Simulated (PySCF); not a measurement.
FH₃S₃Sn. Atoms are numbered in the order given.

```xyz
8

F     -1.3338     1.6155    -0.1454
Sn    -0.0879     0.0980    -0.0316
S     -1.0070    -1.6912    -1.3809
S      2.0829     0.6653    -0.9416
S     -0.0166    -0.2148     2.3806
H     -2.2510    -1.4867    -0.8581
H      2.5166     1.0131     0.3045
H     -0.8151     0.8849     2.5128
```

Geometry: PBE-D3(BJ)/def2-SVP. The structure was generated by enumeration; whether it is a known compound was not checked. The def2 effective core potentials stand for the cores of Sn; spin–orbit coupling is left out. The values are those of a single conformer.

Method: PBE-D3(BJ)/def2-SVP (PySCF).

Frequencies are harmonic and unscaled.

Q: Estimate the vibrational spectrum. (An estimate is asked for; the answer gives what the named calculation found.)

A: 
```tsv
mode	ν (cm⁻¹)	IR (km/mol)	moving atoms (share of kinetic energy)
1	44	6.4	H 41 %, S 39 %, F 18 %
2	79	0.4	S 79 %, H 8 %
3	97	4.5	S 62 %, Sn 24 %, H 10 %
4	112	14.0	S 46 %, H 28 %, Sn 15 %, F 12 %
5	129	4.4	H 39 %, F 28 %, S 21 %, Sn 12 %
6	156	25.3	H 44 %, F 36 %, S 14 %
7	157	16.4	H 44 %, F 38 %, S 13 %
8	215	22.7	H 89 %
9	314	1.6	S 91 %
10	357	39.2	S 68 %, Sn 28 %
11	362	47.7	S 69 %, Sn 29 %
12	591	49.6	F 85 %, Sn 13 %
13	658	4.4	H 95 %
14	669	4.3	H 92 %
15	698	7.2	H 94 %
16	2606	4.6	H 97 %
17	2610	4.3	H 97 %
18	2610	1.3	H 97 %
```
